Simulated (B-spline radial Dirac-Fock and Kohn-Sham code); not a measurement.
**Dipole and non-dipole photoemission parameters of Pd⁴⁺ 2p3/2**

System: palladium as Pd⁴⁺, [Kr] 4d6; threshold 3235.4 eV (orbital energy of the model). These are calculated numbers from an atomic code on a B-spline grid; the model is Dirac-Hartree-Slater photoionisation with a Latter tail; cross sections with all multipoles, angular parameters from the dipole term and its interference with E2.

```
hν (eV)  σ (kb)      β       γ      δ
   3960    96.0  1.399  -0.088  0.022
   4000    93.4  1.407  -0.069  0.023
   4470    68.9  1.464   0.138  0.032
   5320    42.4  1.488   0.448  0.042
   5520       ?      ?       ?      ?
 8047.8    12.6  1.419   1.103  0.071
  10100    6.32  1.344   1.424  0.093
  10700    5.28  1.321   1.501  0.100
  11700    3.99  1.285   1.615  0.112
  12000    3.69  1.274   1.646  0.116
  13000    2.86  1.239   1.743  0.128
```

**Question.** Give the values at 5520 eV.

**Answer.** σ = 38.1 kb, β = 1.487, γ = 0.511, δ = 0.044.
